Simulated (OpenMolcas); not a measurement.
Levels of Ne5+ by method

```
Program             : OpenMolcas 26.06
Basis               : ANO-RCC [8s7p4d3f2g]
Scalar Hamiltonian  : DKH2, point nucleus
Active space        : 3 electrons in 8 orbitals (2s 2p 3s 3p)
State averaging     : 2S+1 = 4 odd, 1 root; 2S+1 = 2 odd, 3 roots; 2S+1 = 4 even, 3 roots; 2S+1 = 2 even, 9 roots
Spin-orbit coupling : state interaction with AMFI integrals over the reference wave functions, term energies averaged over their components
```

Methods on the same reference wave functions:
A. CASSCF
B. SS-CASPT2, IPEA 0.25 Eh, imaginary shift 0.1 Eh (closed shells correlated: 1s)

Energies in cm⁻¹ above 2s² 2p ²P°_1/2, the measured ground level; measured values from NIST levels in Podobedova, Fuhr, Reader and Wiese, J. Phys. Chem. Ref. Data 33, 525 (2004).

```csv
Level,A,B,Measured
2s² 2p ²P°_1/2,0.0,0.0,0.0
2s² 2p ²P°_3/2,1272,1272,1310
2s 2p² ⁴P_1/2,95109,99669,
2s 2p² ⁴P_3/2,95545,100105,
2s 2p² ⁴P_5/2,96259,100818,
2s 2p² ²D_3/2,185072,178959,179021
2s 2p² ²D_5/2,185077,178965,178992
2s 2p² ²S_1/2,233204,231010,230853
2s 2p² ²P_1/2,260601,249778,249292
2s 2p² ²P_3/2,261463,250633,250112
```

Deviations, from unrounded energies. A percentage is the sum of absolute deviations over the sum of measured energies, with the sign that they share, or ± where signs differ.

| Against measurement | Levels | A | B |
| --- | --- | --- | --- |
| mean absolute deviation (cm-1) | 6 | 6200 | 220 |
| fine structure of the ground term (%) | 1 | -2.9 | -2.9 |
| other configurations (%) | 5 | +3.4 | ±0.1 |

B lies closest to measurement on these levels. The largest miss of B in the table is 2s 2p² ²P_3/2, by +520 cm-1. The ranking rests on the paired levels alone, and a cruder setting can come out closer through cancelling errors.

The lowest spin-free term lies below A's lowest term by 0.074 hartree in B.

Active for correlation alone: 3p 3s; no level in the range computed is led by a configuration that fills them, so any true level of that kind is missing. Computed and measured levels are paired by configuration, term and J; levels that our copy of the source lacks, or whose pairing is in doubt (as where it misses far off the trend of its configuration), stay unpaired and out of the deviations. Levels of configurations outside the active space are missing. The table leaves out levels that lie high or whose names do not pair safely across all columns.

° marks odd parity.
